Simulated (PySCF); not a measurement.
# Excitation energy of Nb by level of theory

Nb [Kr] 4d4 5s1 (6D) → Nb [Kr] 4d3 5s2 (4F), as a difference of total energies. All numbers are calculated (PySCF 2.14, the spin-free X2C one-electron Hamiltonian (Gaussian nucleus), in ANO-RCC-VTZP (7s6p4d2f1g, 68 functions)). Correlated levels: valence and next inner shell: [Ar] 3d10 frozen. The calculations carry no spin-orbit coupling.

| method | excitation energy (eV) |
| --- | --- |
| UHF | 0.721 |
| MP2 (valence and next inner shell) | 0.564 |
| SCS-MP2 (valence and next inner shell) | 0.016 |
| CCSD (valence and next inner shell) | 0.361 |
| CCSD(T) (valence and next inner shell) | 0.270 |

How much does correlation contribute at CCSD(T) (valence and next inner shell)?

0.270 − (0.721) = -0.451 eV, measured against UHF.

Errors of the correlated levels include the incompleteness of this basis and the frozen core.

For comparison: 0.184 eV (measured; NIST levels, between the centres of gravity of the two terms).
